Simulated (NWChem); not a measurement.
System: C₄H₆; SMILES CCC#C

```xyz
10

C      0.2538    -1.9750     0.0000
C     -0.1590    -0.8361     0.0000
C     -0.6345     0.5429     0.0000
C      0.4900     1.5772     0.0000
H      0.6146    -2.9867     0.0000
H     -1.2839     0.6924     0.8798
H     -1.2839     0.6924    -0.8798
H      0.0761     2.5965     0.0000
H      1.1286     1.4659    -0.8885
H      1.1286     1.4659     0.8885
```
Atoms are numbered in this order, from 1.

Computed with NWChem. Pople sets run with spherical d functions. The geometry was optimised at PBE0/def2-SVP. B3LYP is NWChem's, with the RPA form of VWN correlation. GIAO values for the isolated, static molecule; σ is the absolute isotropic shielding, δ = σ(reference) − σ with the isolated reference molecule computed at the same levels (13C: tetramethylsilane, 1H: tetramethylsilane).

| level | δ C1 (ppm) | δ C2 (ppm) | δ C3 (ppm) | δ C4 (ppm) | δ H5 (ppm) | δ H6 (ppm) | δ H8 (rotor mean) (ppm) |
|---|---|---|---|---|---|---|---|
| BHandHLYP/pcSseg-1 | 74.6 | 88.1 | 13.6 | 16.2 | 1.94 | 2.08 | 1.15 |
| KT2/pcSseg-1 | 64.8 | 80.3 | 16.6 | 16.4 | 1.86 | 2.33 | 1.10 |
| B3LYP/6-31G* | 61.0 | 73.1 | 13.8 | 15.2 | 1.47 | 2.15 | 1.12 |
| PBE0/pcSseg-1 | 73.8 | 88.4 | 14.7 | 15.7 | 1.79 | 2.15 | 1.11 |
| Hartree-Fock/6-31G* | [?] | [?] | [?] | 15.0 | [?] | [?] | [?] |

Task: Fill in the missing entries.

Result: 
- Hartree-Fock/6-31G*, δ C1 (ppm): 68.8
- Hartree-Fock/6-31G*, δ C2 (ppm): 75.5
- Hartree-Fock/6-31G*, δ C3 (ppm): 11.1
- Hartree-Fock/6-31G*, δ H5 (ppm): 2.28
- Hartree-Fock/6-31G*, δ H6 (ppm): 1.95
- Hartree-Fock/6-31G*, δ H8 (rotor mean) (ppm): 1.21
